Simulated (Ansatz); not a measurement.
C2HCl2In (`C#[C][In]([Cl])[Cl]`), 6 atoms. Charge 0, multiplicity 1. Correlated methods include outer-core shells of In, which these sets cover unevenly. In takes the def2 core potential. All runs use 4 threads of an Arm Neoverse V2 on a shared host. Correlated methods freeze the cores.

Question: How many basis functions does each run have, and how long does it take in Ansatz? RKS PBE0-D4/def2-TZVP frequencies; RKS CAM-B3LYP-D4/def2-TZVPP energy; RHF-CCSD(T)/def2-SVP energy; RKS r2SCANh-D4/def2-TZVPP energy; RHF-MP2/def2-QZVPP energy; RKS PBE0-D4/def2-TZVP relaxation (6 steps); RHF-CCSD(T)/def2-TZVPP energy; RKS ωB97M-V/def2-SVP energy; RKS PBE0-D4/def2-QZVPP energy; RKS BHLYP-D4/def2-TZVPP energy; RKS r2SCAN-D4/def2-TZVPP energy and forces; RKS ωB97M-V/def2-QZVPP energy. (An estimate is asked.)

Answer: The calculation gave: Other jobs shared the machine, so times are rough.

```json
{"level": "RKS BHLYP-D4/def2-TZVPP", "job": "energy", "functions": "210", "wall time": "2.9 s", "peak host memory (GiB)": "0.61"}
{"level": "RKS CAM-B3LYP-D4/def2-TZVPP", "job": "energy", "functions": "210", "wall time": "3.1 s", "peak host memory (GiB)": "0.64"}
{"level": "RHF-CCSD(T)/def2-SVP", "job": "energy", "functions": "95", "wall time": "3.5 s", "peak host memory (GiB)": "0.37"}
{"level": "RKS r2SCAN-D4/def2-TZVPP", "job": "energy and forces", "functions": "210", "wall time": "4.3 s", "peak host memory (GiB)": "0.31"}
{"level": "RKS ωB97M-V/def2-SVP", "job": "energy", "functions": "95", "wall time": "4.4 s", "peak host memory (GiB)": "0.3"}
{"level": "RKS r2SCANh-D4/def2-TZVPP", "job": "energy", "functions": "210", "wall time": "4.5 s", "peak host memory (GiB)": "0.57"}
{"level": "RKS PBE0-D4/def2-QZVPP", "job": "energy", "functions": "366", "wall time": "8 s", "peak host memory (GiB)": "1.3"}
{"level": "RHF-MP2/def2-QZVPP", "job": "energy", "functions": "366", "wall time": "11 s", "peak host memory (GiB)": "1.4"}
{"level": "RKS ωB97M-V/def2-QZVPP", "job": "energy", "functions": "366", "wall time": "17 s", "peak host memory (GiB)": "1.5"}
{"level": "RKS PBE0-D4/def2-TZVP", "job": "relaxation (6 steps)", "functions": "192", "wall time": "23 s", "peak host memory (GiB)": "0.57"}
{"level": "RKS PBE0-D4/def2-TZVP", "job": "frequencies", "functions": "192", "wall time": "87 s", "peak host memory (GiB)": "0.57"}
{"level": "RHF-CCSD(T)/def2-TZVPP", "job": "energy", "functions": "210", "wall time": "92 s", "peak host memory (GiB)": "3"}
```
